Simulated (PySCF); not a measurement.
From one molecule to another.

First species: C₇H₁₄Si.
SMILES with atom numbers: `[CH2:1]=[CH:2][CH2:3][C@@H:4]1[CH2:5][SiH2:6][C@H:7]1[CH3:8]` (hydrogens: H9, H10 on C1; H11 on C2; H12, H13 on C3; H14 on C4; H15, H16 on C5; H17, H18 on Si6; H19 on C7; H20, H21, H22 on C8)

Second species: C7H12NP.
InChI=1S/C7H12NP/c1-2-9(6-5-8)7-3-4-7/h7H,2-4,6H2,1H3

Levels: PBE0/pcSseg-1 for dipole moment, HOMO energy, LUMO energy and HOMO–LUMO gap; GFN2-xTB for rotational constant A and rotational constant C. Geometries: GFN2-xTB. Each species is one conformer at its optimised geometry, gas phase, non-relativistic unless stated. Electronic properties by PySCF.

Dipoles, sizes and rotational constants follow the conformer. The torsions of the flexible species, by atom-mapped SMILES:
- `[CH2:1]=[CH:2][CH2:3][C@@H:4]1[CH2:5][SiH2:6][C@H:7]1[CH3:8]`: C1–C2–C3–C4 -117°, C2–C3–C4–C5 180°
- `[CH3:1][CH2:2][P:3]([CH2:4][C:5]#[N:6])[CH:7]1[CH2:8][CH2:9]1`: C1–C2–P3–C4 -173°, C2–P3–C4–C5 -67°, C2–P3–C7–C8 104°

```
             property   column X   column Y
        dipole moment     4.82 D     0.18 D
          HOMO energy   -7.25 eV   -7.22 eV
          LUMO energy    0.38 eV    0.35 eV
        HOMO–LUMO gap    7.63 eV    7.57 eV
rotational constant A  1.990 GHz  2.939 GHz
rotational constant C  0.683 GHz  0.877 GHz
```

Task: Which column belongs to which species?

Result: Column X is the second species and column Y the first. The first has 22 atoms and 70 electrons, the second 21 and 76.

Task: How does each property change from the first species to the second?

Result: dipole moment +4.64 D; HOMO energy -0.03 eV; LUMO energy +0.03 eV; HOMO–LUMO gap +0.06 eV; rotational constant A -0.949 GHz; rotational constant C -0.194 GHz.

On the first: The dipole matches unit charges of opposite sign 0.04 Å apart (1 e·Å = 4.8032 D).

On the second: In atomic units the dipole is 1.90 e·bohr (1 au = 2.5417 D).
